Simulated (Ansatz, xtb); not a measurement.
Relative energy of two isomers of C4H5F4N

Structure I: `NC/C=C(/F)C(F)(F)F`, a singlet. Structure II: `[H]/N=C(/CF)CC(F)(F)F`, a singlet. Both are isolated molecules in the gas phase, relaxed with PBE-D3(BJ)/def2-SVP; the shapes shown needn't be the lowest conformers.

I (Å):

```xyz
14

C    -0.1883   -0.4708   -1.4027
C    -0.0061    0.7743   -0.5641
C     0.1449    0.8056    0.7709
C     0.2301   -0.4186    1.6717
F     0.2195    1.9609    1.4547
F    -0.8472   -1.2306    1.4879
F     0.2684   -0.0689    2.9663
F     1.3294   -1.1647    1.4031
N    -1.5836   -0.7683   -1.7350
H    -2.1146   -0.8723   -0.8597
H    -2.0083    0.0321   -2.2226
H     0.3811   -0.3511   -2.3484
H     0.2493   -1.3520   -0.8938
H    -0.0793    1.7552   -1.0651
```

II (Å):

```xyz
14

C    -0.4544    1.6606   -0.7118
C    -0.4339    3.1331   -0.3520
C    -0.6046    0.6952    0.4556
C    -2.0540    0.3048    0.6915
F     0.2549    3.3543    0.8330
F    -2.5697   -0.3497   -0.3781
F    -2.1754   -0.5079    1.7633
F    -2.8311    1.3946    0.9118
N    -0.4148    1.3446   -1.9516
H    -0.5192    0.3200   -2.0646
H    -1.4837    3.4823   -0.2175
H     0.0341    3.7041   -1.1803
H    -0.0365   -0.2360    0.2637
H    -0.2187    1.1553    1.3850
```

Problem. Estimate E(II) − E(I) at the level CCSD(T)/def2-SVP + ΔMP2/def2-TZVPP.

Solution. Calculated at CCSD(T)/def2-SVP + ΔMP2/def2-TZVPP: E(II) − E(I) = −14.7 kcal/mol, so structure II lies lower.

The same difference at several levels:

| level | geometry | E(II) − E(I) (kcal/mol) | departure from the last row (kcal/mol) | job, with rough time for the two |
| --- | --- | --- | --- | --- |
| GFN2-xTB | GFN2-xTB | −14.7 | 0.0 | optimisation, 0.19 s |
| HF/STO-3G | GFN2-xTB | −9.9 | +4.8 | single point, 0.68 s |
| r2SCAN-D4/def2-SVP | GFN2-xTB | −12.4 | +2.4 | single point, 8.4 s |
| PBE-D3(BJ)/def2-SVP | PBE-D3(BJ)/def2-SVP | −11.5 | +3.2 | optimisation, 54 s |
| HF/def2-SVP | PBE-D3(BJ)/def2-SVP | −18.1 | −3.3 | part of the CCSD(T) run |
| MP2/def2-SVP | PBE-D3(BJ)/def2-SVP | −16.4 | −1.7 | part of the CCSD(T) run |
| CCSD(T)/def2-SVP | PBE-D3(BJ)/def2-SVP | −16.3 | −1.5 | single point |
| CCSD(T)/def2-SVP + ΔMP2/def2-TZVPP | PBE-D3(BJ)/def2-SVP | −14.7 |  | single point, 5.4 min |

As drawn, II has 1 C=N, 1 C–C, 1 C–H in place of 1 C–N, 1 C=C, 1 N–H.

The levels shown agree on the order. The largest departure from CCSD(T)/def2-SVP + ΔMP2/def2-TZVPP is that of HF/STO-3G, 4.8 kcal/mol. The last row adds to CCSD(T) the change of the MP2 difference between the two basis sets, here +1.5 kcal/mol.

With thermal terms from frequencies at re-optimised GFN2-xTB minima (ideal gas, soft modes damped towards free rotors, one conformer each, 298.15 K, 1 atm): the zero-point term adds −0.2 kcal/mol; ΔH is −15.0 and ΔG −14.9 kcal/mol.

The correlated steps freeze 9 core orbitals. Codes used: Ansatz 0.2.0, xtb 6.7.1; the last row on 2 threads of Arm Neoverse V2 on a shared host.
